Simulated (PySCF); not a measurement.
# Exercise with solution: entropy of an ideal gas

Zn(I)(OH) (HIOZn), SMILES [OH][Zn][I].

Geometry: B3LYP-D3(BJ)/def2-TZVP. The def2 effective core potentials stand for the cores of I; spin–orbit coupling is left out. The values are those of a single conformer.

B3LYP-D3(BJ)/def2-TZVP (PySCF 2.14.0) gives the harmonic wavenumbers 113, 119, 241, 667, 763, 3840 cm⁻¹ and the rotational temperatures 33.3754, 0.0558, 0.0557 K. The molar mass is 209.29 g/mol, the symmetry number 1, the spin multiplicity 1.

### Question
Work out the entropy at 298.15 K and 1 atm in the rigid-rotor, harmonic-oscillator model.

### Answer

Translation (Sackur–Tetrode at 1 atm): S = R[1.5 ln M + 2.5 ln T − 1.16487] = 175.4 J/(mol K).
Rotation: q = (√π/σ) T^1.5/√(θA θB θC) = 28300, S = R[ln q + 3/2] = 97.7 J/(mol K).
Vibration: with u = 1.4388 ν/T, each mode gives R[u/(e^u − 1) − ln(1 − e^−u)]:
```csv
ν (cm⁻¹),modes,u,S (J/(mol K))
113,1,0.55,13.46
119,1,0.57,13.04
241,1,1.16,7.51
667,1,3.22,1.45
763,1,3.68,1.00
```
The stiffer modes add less than 0.005 each. Sum 36.5 J/(mol K).
Spin: R ln 1 = 0.0 J/(mol K).
Total 309.6 J/(mol K); the program's own thermochemistry gives 309.6. Translation makes up 57 % and vibration 12 %. Anharmonicity, hindered rotation and orbital degeneracy are left out.
